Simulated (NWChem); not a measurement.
Everything below was run with NWChem. System: H₃S (+1), charge 1, spin multiplicity 1, at a geometry optimised with PBE/def2-SVP. The structure started from a generated list of species. Level: TD-B3LYP/6-31G* (spherical d), VWN1-RPA local correlation.

Job file:

```
start mol
memory heap 200 mb stack 900 mb global 1100 mb
charge 1
geometry units angstroms nocenter noautoz noautosym
  S     -0.000358     0.116631     0.000000
  H     -0.579034    -0.623810     1.006236
  H     -0.579034    -0.623810    -1.006236
  H      1.163791    -0.618477     0.000000
end
basis spherical
  * library 6-31g*
end
dft
  xc b3lyp
  semidirect memsize 60000000 filesize 0
  iterations 100
end
tddft
  rpa
  nroots 10
  notriplet
end
task tddft energy
```

Part of the output:

```
             Northwest Computational Chemistry Package (NWChem) 7.3.0
             --------------------------------------------------------

                                NWChem Input Module
                                -------------------

 Scaling coordinates for geometry "geometry" by  1.889725989
 (inverse scale =  0.529177249)

                             Geometry "geometry" -> ""
                             -------------------------

 Output coordinates in angstroms (scale by  1.889725989 to convert to a.u.)

  No.       Tag          Charge          X              Y              Z
 ---- ---------------- ---------- -------------- -------------- --------------
    1 S                   16.0000    -0.00035800     0.11663100     0.00000000
    2 H                    1.0000    -0.57903400    -0.62381000     1.00623600
    3 H                    1.0000    -0.57903400    -0.62381000    -1.00623600
    4 H                    1.0000     1.16379100    -0.61847700     0.00000000

 Effective nuclear repulsion energy (a.u.)      19.2375507944

            Nuclear Dipole moment (a.u.)
            ----------------------------
        X                 Y               Z
 ---------------- ---------------- ----------------
    -0.0000094486    -0.0000018897     0.0000000000


 Summary of "ao basis" -> "" (spherical)
 ------------------------------------------------------------------------------
       Tag                 Description            Shells   Functions and Types
 ---------------- ------------------------------  ------  ---------------------
 *                           6-31g*                   on all atoms

                                 NWChem DFT Module
                                 -----------------

 Summary of "ao basis" -> "ao basis" (spherical)
 ------------------------------------------------------------------------------
       Tag                 Description            Shells   Functions and Types
 ---------------- ------------------------------  ------  ---------------------
 S                           6-31g*                  8       18   4s3p1d
[...]
     Occ.    9  a   ---  Virt.   12  a   -0.19488 X
     Occ.    9  a   ---  Virt.   15  a    0.16942 X
     Occ.    9  a   ---  Virt.   21  a    0.05801 X
  ----------------------------------------------------------------------------
  Root   8 singlet a              0.523252495 a.u.               14.2384 eV
  ----------------------------------------------------------------------------
     Transition Moments    X -1.60892   Y -0.00490   Z -0.00050
     Transition Moments   XX -1.39273  XY  1.52474  XZ  0.00043
     Transition Moments   YY  0.00934  YZ  0.00047  ZZ  1.38337
     Dipole Oscillator Strength                    0.9030083657
     Electric Quadrupole                           0.0000032435
     Magnetic Dipole                               0.0000000055
     Total Oscillator Strength                     0.9030116146

          sigma_e =   1.7499 Angstrom
          sigma_h =   1.2112 Angstrom
         |d_h->e| =   0.1994 Angstrom
            d_exc =   2.0839 Angstrom
            d_CD1 =   0.7381 Angstrom
            d_CD2 =  -1.2811 Angstrom
            d_CD3 =   2.2833 Angstrom
     Pearson C.C. =   0.0534

     Occ.    7  a   ---  Virt.   11  a    0.32089 X
     Occ.    8  a   ---  Virt.   10  a    0.32090 X
     Occ.    8  a   ---  Virt.   12  a   -0.87030 X
     Occ.    9  a   ---  Virt.   10  a   -0.18598 X
  ----------------------------------------------------------------------------
  Root   9 singlet a              0.523254187 a.u.               14.2385 eV
  ----------------------------------------------------------------------------
     Transition Moments    X -0.00050   Y -0.00000   Z  1.60893
     Transition Moments   XX -0.00043  XY  0.00047  XZ -1.37867
     Transition Moments   YY  0.00000  YZ -1.53324  ZZ  0.00043
     Dipole Oscillator Strength                    0.9030201469
     Electric Quadrupole                           0.0000032435
     Magnetic Dipole                               0.0000000055
     Total Oscillator Strength                     0.9030233958

          sigma_e =   1.7499 Angstrom
          sigma_h =   1.2112 Angstrom
         |d_h->e| =   0.1994 Angstrom
            d_exc =   2.0839 Angstrom
            d_CD1 =   0.7381 Angstrom
            d_CD2 =  -1.2811 Angstrom
            d_CD3 =   2.2833 Angstrom
     Pearson C.C. =   0.0534

     Occ.    7  a   ---  Virt.   10  a    0.32090 X
     Occ.    7  a   ---  Virt.   12  a    0.87031 X
     Occ.    8  a   ---  Virt.   11  a   -0.32089 X
     Occ.    9  a   ---  Virt.   11  a   -0.18599 X
  ----------------------------------------------------------------------------
  Root  10 singlet a              0.643841068 a.u.               17.5198 eV
  ----------------------------------------------------------------------------
     Transition Moments    X  0.00000   Y  0.00000   Z -0.09463
     Transition Moments   XX -0.00000  XY  0.00006  XZ -0.06602
     Transition Moments   YY  0.00000  YZ -1.26523  ZZ  0.00000
     Dipole Oscillator Strength                    0.0038433611
     Electric Quadrupole                           0.0000022813
     Magnetic Dipole                               0.0000001187
     Total Oscillator Strength                     0.0038457611

          sigma_e =   1.8108 Angstrom
          sigma_h =   1.1687 Angstrom
         |d_h->e| =   0.1174 Angstrom
            d_exc =   2.1566 Angstrom
            d_CD1 =   0.7595 Angstrom
            d_CD2 =  -1.3723 Angstrom
            d_CD3 =   2.2740 Angstrom
     Pearson C.C. =   0.0018

     Occ.    9  a   ---  Virt.   13  a    0.99960 X

              Target root =      1
          Target symmetry = none
      Ground state energy =   -399.658156979193
        Excitation energy =      0.353897023105
     Excited state energy =   -399.304259956088

  stored tddft:energy   -399.30425995608795

 Task  times  cpu:        4.5s     wall:        4.5s

 Total times  cpu:        4.5s     wall:        4.5s
```
